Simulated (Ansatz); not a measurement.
Reaction (ligand exchange at the Sc–F bond): `[F][Sc]([Cl])[Cl]` + CH₃OH → `C[O][Sc]([Cl])[Cl]` + H–F

Gas-phase electronic energies from Ansatz, PBE0-D4/def2-TZVP geometries. CBS: MP2 limit from def2 TZ/QZ plus the TZ coupled-cluster correction, frozen cores. This one scheme is used for every species. For Sc outer-core shells are correlated without core-valence functions, which leaves a few kJ/mol of doubt a bond. Scalar relativity is left out up to krypton. One conformer a species, not always the lowest.

```json
{"level": "MP2/def2-TZVPP", "ΔE (eV)": "0.23"}
{"level": "SCS-MP2/def2-QZVPP", "ΔE (eV)": "0.26"}
```

What does CCSD(T)/CBS give? (Best estimate.)

Ansatz gave: +0.23 eV. The listed levels differ from it by 0.00, 0.03 eV.

Largest T1 diagnostic among the species: 0.015.

The D4 term adds −0.06 eV with B3LYP and −0.03 eV with PBE0; it sums over pairs of atoms, weighted by their polarisabilities, and B3LYP, whose exchange is more repulsive, gets the larger term. Leaving LDA and LC-ωPBE aside and taking each functional with its dispersion term where it has one, the values, not all of them listed here, spread over 0.09 eV, from PBE-QIDH to B97M-V. LDA lies −0.10 eV from PBE without D4. In def2-TZVPP, CCSD(T) changes the Hartree–Fock value by −0.14 eV (the triples alone add −0.03 eV) and MP2 by −0.19 eV.

B3LYP here is the variant with VWN-RPA as its local correlation; programs differ in this.
